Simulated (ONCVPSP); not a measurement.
**u(r) = r·R(r): atom against pseudo-atom (Re)**

Columns: radius, all-electron u(r) and pseudo u(r) of the 5s shell (level -85.51 eV) of rhenium in the configuration [Kr] 4d10 4f14 5s2 5p6 5d5 6s2; LDA (Perdew-Zunger), scalar-relativistic, ONCV scheme, ONCVPSP 4.0.1.

| r (bohr) | all-electron | pseudo |
| --- | --- | --- |
| 0.118 | 0.3347 | 0.1624 |
| 0.235 | -0.1078 | 0.3276 |
| 0.353 | -0.6409 | 0.4983 |
| 0.470 | -0.2710 | 0.6652 |
| 0.588 | 0.3621 | 0.8188 |
| 0.705 | 0.8478 | 0.9408 |
| 0.822 | 1.1043 | 1.0188 |
| 0.940 | 1.1734 | 1.0442 |
| 1.058 | 1.1192 | 1.0151 |
| 1.175 | 1.0014 | 0.9397 |
| 1.292 | 0.8591 | 0.8317 |
| 1.410 | 0.7144 | 0.7062 |
| 1.528 | 0.5814 | 0.5801 |
| 1.645 | 0.4665 | 0.4663 |
| 1.763 | 0.3690 | 0.3689 |
| 1.880 | 0.2898 | 0.2897 |
| 1.998 | 0.2254 | 0.2254 |
| 2.115 | 0.1747 | 0.1747 |
| 2.232 | 0.1347 | 0.1347 |
| 2.350 | 0.1033 | 0.1032 |
| 2.468 | 0.0789 | 0.0789 |
| 2.585 | 0.0602 | 0.0602 |
| 2.702 | 0.0459 | 0.0459 |
| 2.820 | 0.0348 | 0.0348 |
| 2.938 | 0.0263 | 0.0263 |
| 3.055 | 0.0200 | 0.0200 |

**Question.** How many radial nodes do the two functions have?

**Answer.** The all-electron 5s function has n − l − 1 = 4 (the table is too coarse to show those close to the nucleus); the pseudo-wave has 0, since the states of the same l below it are removed with the core.

**Question.** At about which radius was the pseudo-wave matched?

**Answer.** 1.70 bohr, where the columns begin to agree (steps of 0.12 bohr).

**Question.** Is the pseudo-wave norm-conserving?

**Answer.** Yes: the ONCV scheme keeps the norm inside the radius equal to the all-electron one, which fixes the energy derivative of the logarithmic derivative at the level.
